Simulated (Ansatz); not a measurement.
`C=C[CH2][InH2]` + `O[SiH3]` → `[SiH3][O][InH2]` + `C=CC` at 600 K and 1 bar (ligand exchange at the In–C bond).

Calculated with Ansatz (gas phase, PBE0-D4/def2-TZVP geometries, no zero-point term in ΔE). CBS: MP2 limit from def2 TZ/QZ plus the TZ coupled-cluster correction, frozen cores. def2 core potentials past Kr. For In outer-core shells are correlated without core-valence functions, which leaves a few kJ/mol of doubt a bond. Each species was taken in one conformer, which may not be the lowest.

```tsv
species	CCSD(T)/CBS energy (Eh)	H − E (kJ/mol)	S (J/(mol·K))
`C=C[CH2][InH2]`	-308.13010	273.1	425.6
`O[SiH3]`	-366.69042	135.7	307.9
`[SiH3][O][InH2]`	-557.10255	160.7	422.8
`C=CC`	-117.74610	248.6	323.1
```

H − E and S are ideal-gas, rigid-rotor, harmonic terms from PBE0-D4/def2-TZVP, for one conformer and one mirror image of each species. 1 Eh = 2625.50 kJ/mol, R = 8.31446 J/(mol·K).

Q: By hand: ΔE, ΔH, ΔS and ΔG.

A: ΔE = (-557.10255) + (-117.74610) − (-308.13010) − (-366.69042) = -0.02813 Eh = -73.9 kJ/mol. Δ(H − E) = 160.7 + 248.6 − 273.1 − 135.7 = 0.5, so ΔH = -73.4 kJ/mol. ΔS = 422.8 + 323.1 − 425.6 − 307.9 = 12.4 J/(mol·K). ΔG = -73.4 − 600 × (12.4)/1000 = -80.8 kJ/mol.

Q: By hand: the equilibrium constant, and the temperature at which ΔG would vanish if ΔH and ΔS stayed fixed.

A: log₁₀ K = −ΔG/(RT ln 10) = 7.0. ΔH and −TΔS have one sign here, so there is no such temperature.

The number of gas molecules stays the same, so ΔS is small and ΔH decides. A doubt of 5 kJ/mol in ΔE shifts log₁₀ K by 0.4 here. Other conformers and mirror images would add mixing entropy, several J/(mol·K) or more a flexible species. Modes under 60 cm⁻¹, often nearly free rotors, make the harmonic entropy too high. These are equilibria of isolated gas molecules and say nothing of rates. Largest T1 diagnostic: 0.015 (customary marks: 0.02 for closed shells, 0.045 for open ones).

ΔS is within the doubt of such terms, so its sign, and with it that verdict, could turn.
